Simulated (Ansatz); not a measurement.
System: SnF₃, net charge 1, singlet state. 
Coordinates optimised at B3LYP-D3(BJ)/def2-TZVP (Ansatz, an electronic-structure program):
```
Sn
F 1 1.8515
F 1 1.8515 2 120.00
F 1 1.8515 2 120.00 3 -180.00
```
Charge +1, spin multiplicity 1.

Basis-set convergence of Hartree-Fock and CCSD(T) correlation energies (hartree) with Ansatz. Correlated levels leave the core frozen unless marked. No spin-orbit coupling. The frozen core is the preceding noble-gas configuration, with the filled d and f shells of earlier blocks. Past Kr the def2 sets carry scalar-relativistic core potentials.

| basis | functions | E(HF) | E(corr, CCSD(T)) |
|---|---|---|---|
| def2-SVPD | 101 | -511.12953 | -0.69120 |
| def2-TZVPPD | 176 | [?] | [?] |

Q: Fill in the missing entries.

A: 
- def2-TZVPPD, E(HF): -511.51835
- def2-TZVPPD, E(corr, CCSD(T)): -0.87573
